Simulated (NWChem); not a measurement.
System: SiNH$_{3}$O, singlet; SMILES N[Si]O

The following NWChem deck was run.

```
start job
memory heap 200 mb stack 900 mb global 1100 mb
geometry units angstroms noautosym nocenter noautoz
  Si    -0.659099     0.060271     0.000000
  O      0.410278     1.349046     0.000000
  H      1.363083     1.202177     0.000000
  N      0.414803    -1.294355     0.000000
  H      1.432265    -1.294079     0.000000
  H      0.048031    -2.241187     0.000000
end
basis spherical
  * library def2-svp
end
dft
  xc pbe0
  iterations 150
end
cosmo
  do_cosmo_smd true
  solvent water
end
task dft energy
```

Output (shortened):

```
             Northwest Computational Chemistry Package (NWChem) 7.3.0
             --------------------------------------------------------

                             Geometry "geometry" -> ""
                             -------------------------

 Output coordinates in angstroms (scale by  1.889725989 to convert to a.u.)

  No.       Tag          Charge          X              Y              Z
 ---- ---------------- ---------- -------------- -------------- --------------
    1 Si                  14.0000    -0.65909900     0.06027100     0.00000000
    2 O                    8.0000     0.41027800     1.34904600     0.00000000
    3 H                    1.0000     1.36308300     1.20217700     0.00000000
    4 N                    7.0000     0.41480300    -1.29435500     0.00000000
    5 H                    1.0000     1.43226500    -1.29407900     0.00000000
    6 H                    1.0000     0.04803100    -2.24118700     0.00000000

 Effective nuclear repulsion energy (a.u.)     102.2467594188

                                 NWChem DFT Module
                                 -----------------

 Summary of "ao basis" -> "ao basis" (spherical)
 ------------------------------------------------------------------------------
       Tag                 Description            Shells   Functions and Types
 ---------------- ------------------------------  ------  ---------------------
 Si                         def2-svp                 8       18   4s3p1d
 O                          def2-svp                 6       14   3s2p1d
 H                          def2-svp                 3        5   2s1p
 N                          def2-svp                 6       14   3s2p1d

 in cosmo_initialize ...
 calling solv_data for solv:h2o

 solvent parameters
 solvname_short: h2o
 solvname_long:  water
 dielec:       78.4000
 dielecinf:     1.7769
 aqueous SMD model solvent descriptors
 dielec:       78.4000
 sola:          0.8200

          ---------------
          -cosmo- solvent
          ---------------
 Cosmo: York-Karplus, doi: 10.1021/jp992097l
 dielectric constant -eps-     =  78.40
 screen = (eps-1)/(eps    )    =   0.98724
 surface charge correction     = lagrangian

   van der Waals surface
 --------------------------

[...]

                                COSMO-SMD solvation results
                                ---------------------------

             internal energy in gas <Psi(g)|H|Psi(g)> =      -420.852229976399
         internal energy in solvent <Psi(s)|H|Psi(s)> =      -420.849247973195
                               delta internal energy  =         0.002982003205 (    1.87 kcal/mol)
   total free energy in solvent <Psi(s)|H+V/2|Psi(s)> =      -420.867280002832
 polarization energy contribution <Psi(s)|V/2|Psi(s)> =        -0.018032029638 (  -11.32 kcal/mol)
    total free energy in solvent including G(SMD-CDS) =      -420.864163244718
                       G(SMD-CDS) energy contribution =         0.003116758114 (    1.96 kcal/mol)
     1 M fixed-concentration free energy of solvation =        -0.011933268319 (   -7.49 kcal/mol)

                       DFT Final Molecular Orbital Analysis
                       ------------------------------------

 Vector   14  Occ=2.000000D+00  E=-3.606785D-01
              MO Center=  3.0D-01,  1.0D+00,  6.1D-09, r^2= 1.4D+00
   Bfn.  Coefficient  Atom+Function         Bfn.  Coefficient  Atom+Function
  ----- ------------  ---------------      ----- ------------  ---------------
    24      0.549081  2 O  pz                27      0.418149  2 O  pz
    13      0.169070  1 Si pz                10      0.148040  1 Si pz
    43     -0.139476  4 N  pz                46      0.102710  4 N  pz
     7     -0.087171  1 Si pz                17     -0.051291  1 Si d  1
    15      0.033162  1 Si d -1

 Vector   15  Occ=2.000000D+00  E=-2.845535D-01
              MO Center=  3.4D-01, -9.0D-01,  1.0D-09, r^2= 1.7D+00
   Bfn.  Coefficient  Atom+Function         Bfn.  Coefficient  Atom+Function
  ----- ------------  ---------------      ----- ------------  ---------------
    43      0.520305  4 N  pz                46     -0.451495  4 N  pz
    24      0.231652  2 O  pz                27      0.195468  2 O  pz
    13     -0.118556  1 Si pz                10     -0.101712  1 Si pz
    15      0.070920  1 Si d -1               7      0.058081  1 Si pz

 Vector   16  Occ=2.000000D+00  E=-2.524318D-01
              MO Center= -1.1D+00,  4.2D-02,  8.2D-09, r^2= 2.2D+00
   Bfn.  Coefficient  Atom+Function         Bfn.  Coefficient  Atom+Function
  ----- ------------  ---------------      ----- ------------  ---------------
     3      0.461707  1 Si s                  4      0.447099  1 Si s
    11     -0.321302  1 Si px                 2      0.284805  1 Si s
     8     -0.282824  1 Si px                40     -0.170888  4 N  s
     5      0.158078  1 Si px                21     -0.153229  2 O  s
    41     -0.138718  4 N  px                22      0.131943  2 O  px

 Vector   17  Occ=0.000000D+00  E=-2.105127D-02
              MO Center= -6.1D-01,  5.2D-03, -1.6D-08, r^2= 2.8D+00
   Bfn.  Coefficient  Atom+Function         Bfn.  Coefficient  Atom+Function
  ----- ------------  ---------------      ----- ------------  ---------------
    13      0.772796  1 Si pz                10      0.367031  1 Si pz
    46     -0.312985  4 N  pz                43      0.246979  4 N  pz
    27     -0.234929  2 O  pz                24     -0.211956  2 O  pz
     7     -0.195162  1 Si pz                17      0.054667  1 Si d  1

[...]
```

Level: PBE0/def2-SVP, SMD on the gas-phase geometry. Low-valent species are run as closed-shell singlets; no triplet was tried in these runs. Geometry: optimised at PBE0/def2-SVP. Solvent: water.
